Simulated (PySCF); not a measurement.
Bond stretch in SnO, singlet.

Levels of theory: RMP2 = PySCF 2.14.0 with MP2 on RHF/def2-SVP, 5 core orbitals frozen, def2 effective core potentials past Kr; RKS-CAM-B3LYP = restricted CAM-B3LYP/def2-SVP, def2 effective core potentials past Kr (PySCF); RKS-B3LYP = restricted B3LYP/def2-SVP, def2 effective core potentials past Kr in PySCF; UCCSD(T) = CCSD(T) on UHF/def2-SVP, 5 core orbitals frozen, def2 effective core potentials past Kr in PySCF.

Energies relative to the lowest point of each curve near equilibrium, in eV:

```csv
R / Å,RMP2,RKS-CAM-B3LYP,RKS-B3LYP
1.36,11.290,10.453,10.802
1.44,6.783,6.102,6.399
1.56,2.791,2.313,2.524
1.65,1.203,0.868,1.012
1.70,0.667,0.412,0.517
2.13,0.716,1.165,0.917
2.24,1.454,1.868,1.528
3.65,9.141,7.829,7.222
4.00,9.429,8.174,7.806
4.49,9.624,8.477,8.153
6.40,9.747,8.876,8.538
7.20,9.751,8.914,8.575
```

Problem. Predict the corresponding UCCSD(T) column.

Solution. 1.36: 11.125; 1.44: 6.617; 1.56: 2.631; 1.65: 1.054; 1.70: 0.525; 2.13: 0.727; 2.24: 1.287; 3.65: 4.628; 4.00: 4.676; 4.49: 4.714; 6.40: 4.748; 7.20: 4.749 (eV).

The restricted form behind RMP2, RKS-CAM-B3LYP, RKS-B3LYP keeps the bonding electrons paired and can't separate into open-shell fragments. The T1 diagnostic of CCSD on the restricted reference of RMP2 exceeds 0.045 at 2.13 to 3.27 Å. At the longest distance RKS-CAM-B3LYP, RKS-B3LYP leaves fractional charges on the fragments, a sign of delocalisation error or of the restricted form. The unrestricted solution behind UCCSD(T) changes between 2.44 and 2.73 Å, which can leave a kink. The unrestricted determinant behind UCCSD(T) is spin-contaminated at 1.78 to 7.20 Å (<S²> up to 2.0, against 0.00 for a pure singlet).
